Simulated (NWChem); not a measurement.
Species: C3HClF2; SMILES C(=C=C(F)Cl)F

Computed with NWChem. Geometry: optimised at PBE-D3(BJ)/def2-SVP. Level: M06-2X/def2-SVP with SMD (1 M gas to 1 M solution), gas-phase geometry.

For solvent diethyl ether:

* **solvation free energy (kcal/mol)**: -2.4
* **cavity-dispersion-structure term (kcal/mol)**: -0.3
* **dipole in solution (D)**: 1.88

Problem. How do the values read with solvent water instead?

Solution. The solvation free energy (kcal/mol) is 1.6 and the cavity-dispersion-structure term (kcal/mol) is 4.5. The dipole in solution (D) comes out as 2.02.
